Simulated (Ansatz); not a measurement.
The cluster Be9O9. Total charge 0; singlet. Geometry r2SCAN-D4/def2-SVP; atoms count from 1.

```
atom   x (Å)   y (Å)   z (Å)
 Be1  -2.398  -3.223  -0.056
 Be2   1.154   3.799   0.302
 Be3  -3.898  -1.004   0.488
 Be4   3.971  -0.371  -0.668
 Be5   3.350   2.254  -0.240
 Be6   2.712  -2.800  -0.788
 Be7  -1.552   3.570   0.715
 Be8   0.210  -3.913  -0.552
 Be9  -3.549   1.690   0.799
 O10  -1.200  -3.942  -0.341
 O11   1.607  -3.700  -0.738
 O12  -4.120   0.386   0.717
 O13   3.691  -1.763  -0.802
 O14  -2.808   2.908   0.839
 O15   4.056   1.043  -0.501
 O16  -3.483  -2.345   0.235
 O17  -0.223   4.063   0.558
 O18   2.481   3.351   0.032
```

The structure comes from a short search, and lower isomers may exist.

(1) Estimate the Mulliken populations from the PBE0/def2-TZVP orbitals of Ansatz.

(2) And the Mayer bond orders between heavy atoms (over 0.3)?

Results:

(1) 
```tsv
atom	charge (e)
Be1	0.08
Be2	0.08
Be3	0.08
Be4	0.08
Be5	0.08
Be6	0.08
Be7	0.08
Be8	0.08
Be9	0.08
O10	-0.08
O11	-0.07
O12	-0.08
O13	-0.08
O14	-0.08
O15	-0.08
O16	-0.08
O17	-0.08
O18	-0.08
```
Mulliken values depend strongly on the basis.

(2) Be1–O10 1.34 (1.43 Å); Be1–O16 1.33 (1.43 Å); Be2–O17 1.34 (1.43 Å); Be2–O18 1.34 (1.43 Å); Be3–O12 1.33 (1.43 Å); Be3–O16 1.33 (1.43 Å); Be4–O13 1.34 (1.43 Å); Be4–O15 1.33 (1.43 Å); Be5–O15 1.33 (1.43 Å); Be5–O18 1.34 (1.43 Å); Be6–O11 1.34 (1.43 Å); Be6–O13 1.34 (1.43 Å); Be7–O14 1.34 (1.43 Å); Be7–O17 1.34 (1.43 Å); Be8–O10 1.34 (1.43 Å); Be8–O11 1.34 (1.43 Å); Be9–O12 1.33 (1.43 Å); Be9–O14 1.34 (1.43 Å).
